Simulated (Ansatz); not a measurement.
Harmonic frequencies (cm⁻¹) at PBE0-D4/def2-TZVP from Ansatz: 215, 231, 250, 334, 354, 355, 375, 386, 431, 767, 804, 824, 928, 978, 1000, 1578, 1581, 3628, 3630, 3725, 3726.

Each molecule was computed in one conformer, which needn't be the lowest.

Problem. Which molecule is it?
A. `F[SiH]([SiH3])Cl`
B. `N[SiH](N)O`
C. `N[Si](N)(F)F`
D. `C[SiH2]C#N`

Solution. C.
